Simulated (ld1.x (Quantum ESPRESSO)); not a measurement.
**fluorine (F), ultrasoft: configuration errors across variants**

F, ultrasoft, made with ld1.x (Quantum ESPRESSO) 7.5 (PBEsol, non-relativistic). Core [He], reference 2s2 2p4 (charge +1). Waves: 2s (bound): rcut 0.60, rcutus 0.75 bohr; 2s channel at -2.85 Ry: rcut 0.60, rcutus 0.75 bohr; 2p (bound): rcut 1.40, rcutus 1.65 bohr; 2p channel at -1.7 Ry: rcut 1.40, rcutus 1.65 bohr. Local part: all-electron potential smoothed inside 1.60 bohr (lloc = -1). Core correction: a·sin(br)/r model core, default radius (core density twice the valence density). Augmentation charge: built from norm-conserving waves at rcut, not smoothed further.

All-electron excitation energies from the reference (eV): (1) 2s2 2p5 -19.328; (2) 2s2 2p3 38.288; (3) 2s2 2p2 98.782; (4) 2s1 2p6 -0.721; (5) 2s2 2p4.5 -11.812; (6) 2s1 2p5 18.892; (7) 2s2 2p5.3 -21.984.

The overlap operator is not positive definite (basis up to 400 Ry) in “base”, “all radii but the core radius scaled by about 0.92 (s 0.70, p 1.52 bohr, rcut 0.56/1.28); local potential all-electron potential smoothed inside 1.48 bohr (lloc = -1)”. Such files are unfit for use, however small their errors in these radial tests.

1 further variants failed, have other tests or too few solved ones, and are left out.

Errors AE − PS in meV (a dash: test not solved or not reliable):

| change | (1) | (2) | (3) | (4) | (5) | (6) | (7) | bound ghosts |
| --- | --- | --- | --- | --- | --- | --- | --- | --- |
| base | +27 | +81 | +499 | +116 | +9.4 | +26 | +37 | not determined (overlap not positive) |
| all radii but the core radius scaled by about 0.78 (s 0.58, p 1.28 bohr, rcut 0.46/1.08); local potential all-electron potential smoothed inside 1.24 bohr (lloc = -1) | +4.7 | +21 | +149 | +52 | +1.6 | +26 | +6.4 | none |
| all radii but the core radius scaled by about 0.83 (s 0.62, p 1.38 bohr, rcut 0.50/1.16); local potential all-electron potential smoothed inside 1.34 bohr (lloc = -1) | +12 | +40 | +256 | +66 | +4.2 | +25 | +16 | none |
| all radii but the core radius scaled by about 0.92 (s 0.70, p 1.52 bohr, rcut 0.56/1.28); local potential all-electron potential smoothed inside 1.48 bohr (lloc = -1) | +19 | +61 | +380 | +89 | +6.8 | +25 | +26 | not determined (overlap not positive) |
| all radii but the core radius scaled by about 1.10 (s 0.82, p 1.82 bohr, rcut 0.66/1.54); local potential all-electron potential smoothed inside 1.76 bohr (lloc = -1) | +54 | +149 | +875 | +175 | +18 | +25 | +75 | none |
| all radii but the core radius scaled by about 1.28 (s 0.96, p 2.10 bohr, rcut 0.76/1.78); local potential all-electron potential smoothed inside 2.04 bohr (lloc = -1) | -635 | +83 | -1797 | -510 | -129 | +20 | -1129 | not determined |

**Question.** Give the same row for: all radii but the core radius scaled by about 1.23 (s 0.92, p 2.02 bohr, rcut 0.74/1.70); local potential all-electron potential smoothed inside 1.96 bohr (lloc = -1).

**Answer.** +224, +614, +3030, +332, +80, +22, +291; bound ghosts: none.
